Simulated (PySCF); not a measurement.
**Exercise with solution: oscillator strength and radiative lifetime**

BeFHO, SMILES [F][Be][OH].

Coordinates come from a TPSSh-D3(BJ)/def2-TZVP optimisation. One conformer was computed; it need not be the lowest.

TDA-CAM-B3LYP/def2-TZVPD (PySCF) puts the first singlet state with f over 0.02 at 7.40 eV (vertical), with the transition dipole (0.000, 0.000, 0.554) in atomic units.

Find the oscillator strength, the wavelength and the radiative lifetime that this transition would have in vacuum if emission retraced absorption.


|μ|² = 0.3069 au, so |μ| = 1.41 D. ΔE = 7.40/27.211 = 0.2719 hartree. f = (2/3) ΔE |μ|² = 0.056 (the program prints 0.056).
λ = 1239.84/7.40 = 168 nm; ν = 59685 cm⁻¹.
Einstein's coefficient A = 0.6670 ν² f s⁻¹ (ν in cm⁻¹) = 1.3e8 s⁻¹, so τ = 1/A = 7.6 ns. This state is S1. The figure is the radiative limit of this one transition; relaxation, internal conversion, crossing to triplets and a medium change what is measured.
